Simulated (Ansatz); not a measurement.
A first, cheap relaxation of `C[NH][SnH2][CH]=O`.

```yaml
crystal:
  periodic: [false, false, false]
  atoms:
    - {symbol: C, position_ang: [-1.662300, 0.485400, -0.239400]}
    - {symbol: N, position_ang: [-1.119400, -0.799100, -0.356900]}
    - {symbol: Sn, position_ang: [0.618300, -0.813500, 0.702900]}
    - {symbol: C, position_ang: [2.155300, 0.427400, -0.250000]}
    - {symbol: O, position_ang: [1.859300, 1.598100, -0.419000]}
    - {symbol: H, position_ang: [-2.658300, 0.571900, -0.830900]}
    - {symbol: H, position_ang: [-1.916700, 0.761500, 0.814200]}
    - {symbol: H, position_ang: [-0.984300, 1.319700, -0.665500]}
    - {symbol: H, position_ang: [-0.859100, -0.937700, -1.316100]}
    - {symbol: H, position_ang: [1.264500, -2.451900, 0.822200]}
    - {symbol: H, position_ang: [0.347400, -0.214700, 2.355900]}
    - {symbol: H, position_ang: [3.032200, -0.002300, -0.583400]}
basis:
  gaussian: {orbitals: def2-SVP}
hamiltonian: {xc: pbe, dispersion: d4}
relax: {f_tol: 0.03, max_steps: 200}
```

```sh
$ ansatz run in.yaml --threads 4 --pin off --events-out ev --progress --plain --max-ram 10444MiB
```

Output, abridged:

```
Functional definition: PBE
mean field -11542.93463677 eV, -424.1950238193 hartree, gradient 4.9e-5 eV, S^2 0.000000; 0 other end points of the search recorded, 0 dependent functions left out
relax step   1: F+E_penalty+E_count = -11543.18777619 eV  Δ(F+E_penalty+E_count) = +0.000e0 eV  max|allowed force component| = 3.609e0 eV/Å  Δτ_max = 0.0000 Å  (30 SCF iters, accepted)
mean field -11543.32315380 eV, -424.2093015569 hartree, gradient 2.4e-5 eV, S^2 0.000000; 0 other end points of the search recorded, 0 dependent functions left out
relax step   2: F+E_penalty+E_count = -11543.57013608 eV  Δ(F+E_penalty+E_count) = -3.824e-1 eV  max|allowed force component| = 1.323e0 eV/Å  Δτ_max = 0.1914 Å  (39 SCF iters, accepted)
mean field -11543.31517647 eV, -424.2090083954 hartree, gradient 1.3e-5 eV, S^2 0.000000; 0 other end points of the search recorded, 0 dependent functions left out
relax step   3: F+E_penalty+E_count = -11543.56167723 eV  Δ(F+E_penalty+E_count) = +8.459e-3 eV  max|allowed force component| = 2.543e0 eV/Å  Δτ_max = 0.1946 Å  (37 SCF iters, rejected (line search))
mean field -11543.45909099 eV, -424.2142971563 hartree, gradient 2.3e-5 eV, S^2 0.000000; 0 other end points of the search recorded, 0 dependent functions left out
relax step   4: F+E_penalty+E_count = -11543.70607818 eV  Δ(F+E_penalty+E_count) = -1.359e-1 eV  max|allowed force component| = 1.622e0 eV/Å  Δτ_max = 0.0948 Å  (31 SCF iters, accepted)
mean field -11543.48726295 eV, -424.2153324569 hartree, gradient 2.0e-5 eV, S^2 0.000000; 0 other end points of the search recorded, 0 dependent functions left out
relax step   5: F+E_penalty+E_count = -11543.73621968 eV  Δ(F+E_penalty+E_count) = -3.014e-2 eV  max|allowed force component| = 5.061e-1 eV/Å  Δτ_max = 0.1000 Å  (31 SCF iters, accepted)
mean field -11543.50365546 eV, -424.2159348703 hartree, gradient 2.5e-5 eV, S^2 0.000000; 0 other end points of the search recorded, 0 dependent functions left out
relax step   6: F+E_penalty+E_count = -11543.75205717 eV  Δ(F+E_penalty+E_count) = -1.584e-2 eV  max|allowed force component| = 5.438e-1 eV/Å  Δτ_max = 0.0339 Å  (31 SCF iters, accepted)
mean field -11543.51671918 eV, -424.2164149533 hartree, gradient 1.1e-5 eV, S^2 0.000000; 0 other end points of the search recorded, 0 dependent functions left out
relax step   7: F+E_penalty+E_count = -11543.76176304 eV  Δ(F+E_penalty+E_count) = -9.706e-3 eV  max|allowed force component| = 2.439e-1 eV/Å  Δτ_max = 0.2000 Å  (32 SCF iters, accepted)
mean field -11543.49426725 eV, -424.2155898599 hartree, gradient 1.5e-5 eV, S^2 0.000000; 0 other end points of the search recorded, 0 dependent functions left out
relax step   8: F+E_penalty+E_count = -11543.73806702 eV  Δ(F+E_penalty+E_count) = +2.370e-2 eV  max|allowed force component| = 4.363e-1 eV/Å  Δτ_max = 0.1969 Å  (32 SCF iters, rejected (line search))
mean field -11543.52572398 eV, -424.2167458735 hartree, gradient 2.6e-5 eV, S^2 0.000000; 0 other end points of the search recorded, 0 dependent functions left out
relax step   9: F+E_penalty+E_count = -11543.76918296 eV  Δ(F+E_penalty+E_count) = -7.420e-3 eV  max|allowed force component| = 1.260e-1 eV/Å  Δτ_max = 0.0984 Å  (30 SCF iters, accepted)
mean field -11543.52655312 eV, -424.2167763437 hartree, gradient 2.5e-5 eV, S^2 0.000000; 0 other end points of the search recorded, 0 dependent functions left out
relax step  10: F+E_penalty+E_count = -11543.76961004 eV  Δ(F+E_penalty+E_count) = -4.271e-4 eV  max|allowed force component| = 1.140e-1 eV/Å  Δτ_max = 0.0166 Å  (32 SCF iters, accepted)
mean field -11543.52724913 eV, -424.2168019216 hartree, gradient 2.5e-5 eV, S^2 0.000000; 0 other end points of the search recorded, 0 dependent functions left out
relax step  11: F+E_penalty+E_count = -11543.77027524 eV  Δ(F+E_penalty+E_count) = -6.652e-4 eV  max|allowed force component| = 5.292e-2 eV/Å  Δτ_max = 0.0199 Å  (32 SCF iters, accepted)
mean field -11543.52099900 eV, -424.2165722336 hartree, gradient 1.3e-5 eV, S^2 0.000000; 0 other end points of the search recorded, 0 dependent functions left out
relax step  12: F+E_penalty+E_count = -11543.76530550 eV  Δ(F+E_penalty+E_count) = +4.970e-3 eV  max|allowed force component| = 2.586e-1 eV/Å  Δτ_max = 0.0623 Å  (31 SCF iters, rejected (line search))
mean field -11543.52730276 eV, -424.2168038927 hartree, gradient 2.5e-5 eV, S^2 0.000000; 0 other end points of the search recorded, 0 dependent functions left out
relax step  13: F+E_penalty+E_count = -11543.77082130 eV  Δ(F+E_penalty+E_count) = -5.461e-4 eV  max|allowed force component| = 1.123e-2 eV/Å  Δτ_max = 0.0250 Å  (31 SCF iters, accepted)
mean field -11543.52730276 eV, -424.2168038927 hartree, gradient 2.8e-5 eV, S^2 0.000000; 1 other end points of the search recorded, 0 dependent functions left out
Total energy: -11543.77086177 eV, -424.2257545210 hartree
Atom 0 at    -1.728058     0.572753    -0.312649 Å, force     0.001336    -0.011227    -0.003625 eV/Å
Atom 1 at    -1.088117    -0.737756    -0.249806 Å, force     0.001047     0.006549     0.006188 eV/Å
Atom 2 at     0.724987    -0.894066     0.744507 Å, force    -0.000492    -0.003216    -0.010706 eV/Å
Atom 3 at     2.241390     0.510217    -0.180978 Å, force    -0.006691     0.003759     0.001750 eV/Å
Atom 4 at     1.958692     1.675655    -0.349130 Å, force     0.000210    -0.004859    -0.000659 eV/Å
Atom 5 at    -2.749984     0.479230    -0.743768 Å, force    -0.000694     0.000922    -0.001687 eV/Å
Atom 6 at    -1.856708     0.976665     0.714274 Å, force     0.002448     0.006337     0.003370 eV/Å
Atom 7 at    -1.189768     1.355747    -0.901268 Å, force     0.002268    -0.000189    -0.000177 eV/Å
Atom 8 at    -1.036713    -1.166933    -1.182281 Å, force     0.002501     0.000864     0.001285 eV/Å
Atom 9 at     1.178435    -2.569065     0.673583 Å, force    -0.000856     0.003299     0.002971 eV/Å
Atom 10 at     0.378787    -0.355956     2.353892 Å, force    -0.000587    -0.003995     0.001290 eV/Å
Atom 11 at     3.243956     0.098309    -0.532376 Å, force    -0.000489     0.001755     0.000002 eV/Å
Dipole moment:     0.126443    -0.243294    -0.126222 e Å
```

Hardware: 4 threads of an AMD EPYC on a shared host. Wall time 37 s, peak host memory 0.18 GiB.
